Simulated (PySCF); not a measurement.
# Kr²⁺: excitation energy

Kr²⁺ [Ar] 3d10 4s2 4p4 (3P) → Kr²⁺ [Ar] 3d10 4s1 4p4 4d1 (high-spin determinant), as a difference of total energies. Computed with PySCF 2.14 in aug-cc-pVDZ-PP with ECP10MDF (5s4p3d, 32 functions), with a scalar-relativistic core potential. Correlated levels: valence: 3s2 3p6 3d10 frozen. The calculations carry no spin-orbit coupling.

```
           method  excitation energy (eV)
              UHF                  31.064
    MP2 (valence)                  31.420
SCS-MP2 (valence)                  31.370
   CCSD (valence)                  30.521
CCSD(T) (valence)                  30.372
  CCSDT (valence)                  30.233
```

Q: How much does correlation contribute at CCSD(T) (valence)?

A: 30.372 − (31.064) = -0.692 eV, measured against UHF.

The promoted electron is Rydberg-like, and one or two diffuse shells describe it only roughly, which tends to raise the upper state.

The coupled-cluster amplitudes are large for the upper state (T1 above 0.03 or a double amplitude above 0.15), so a single reference is strained.

The determinant of the upper state mixes LS terms, which raises its energy above the lowest term, most at the Hartree-Fock and MP2 levels.
